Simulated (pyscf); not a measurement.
# cyclic H₆O₃Si₃ (SMILES O1[SiH2]O[SiH2]O[SiH2]1), singlet

Gas-phase minimum from PySCF at ωB97X-D3(BJ)/def2-SVP, one conformer. 

```xyz
12

O     -0.5549     0.7673    -2.3831
Si     1.0438     0.6904    -1.9339
O      1.1016     0.0268    -0.4108
Si    -0.0802    -0.5140     0.6257
O     -1.5445    -0.2931    -0.1297
Si    -1.9616     0.3266    -1.6147
H      1.6152     2.0588    -1.9002
H      1.7833    -0.1786    -2.8814
H     -0.0434     0.2813     1.8772
H      0.1234    -1.9576     0.8991
H     -2.6547    -0.7163    -2.4099
H     -2.8204     1.5217    -1.4295
```
Charge 0, spin multiplicity 1.

Bonded distances (Å): O1–Si2 1.662, O1–Si6 1.662, Si2–O3 1.662, Si2–H7 1.483, Si2–H8 1.483, O3–Si4 1.662, Si4–O5 1.662, Si4–H9 1.483, Si4–H10 1.483, O5–Si6 1.662, Si6–H11 1.483, Si6–H12 1.483. Angles (°): Si2–O1–Si6 132.6, O1–Si2–O3 107.4, O1–Si2–H7 109.5, O1–Si2–H8 109.5, O3–Si2–H7 109.5, O3–Si2–H8 109.5, H7–Si2–H8 111.3, Si2–O3–Si4 132.6, O3–Si4–O5 107.4, O3–Si4–H9 109.5, O3–Si4–H10 109.5, O5–Si4–H9 109.5, O5–Si4–H10 109.5, H9–Si4–H10 111.3 (the first ones only).

Properties at ωB97X-D3(BJ)/def2-SVP:

| Quantity | Result |
|---|---|
| Harmonic wavenumbers, unscaled | 56, 56, 79, 292, 292, 510, 636, 665, 665, 702, 702, 728, 729, 729, 750, 824, 986, 986, 1014, 1014, 1027, 1052, 1084, 1084, 2295, 2295, 2300, 2301, 2301, 2312 cm⁻¹ |
| Zero-point energy | 43.6 kcal/mol |
| Rotational symmetry number | 6 |
| Entropy of this conformer at 298 K and 1 atm, rigid rotor and harmonic oscillator, modes under 100 cm⁻¹ raised to 100 | 347.1 J/(mol K) |
| Dipole moment | 0.00 D |

Single-point totals, which compare only within one level:

```csv
level,total energy (hartree)
ωB97X-D3(BJ)/def2-TZVP,-1098.29231
PBE/def2-TZVP,-1097.46806
r²SCAN/def2-TZVP,-1097.99232
B3LYP-D3(BJ)/def2-TZVP,-1098.26543
PBE0-D3(BJ)/def2-TZVP,-1097.57250
M06-2X/def2-TZVP,-1098.04492
ωB97M-D3(BJ)/def2-TZVP,-1098.35949
```
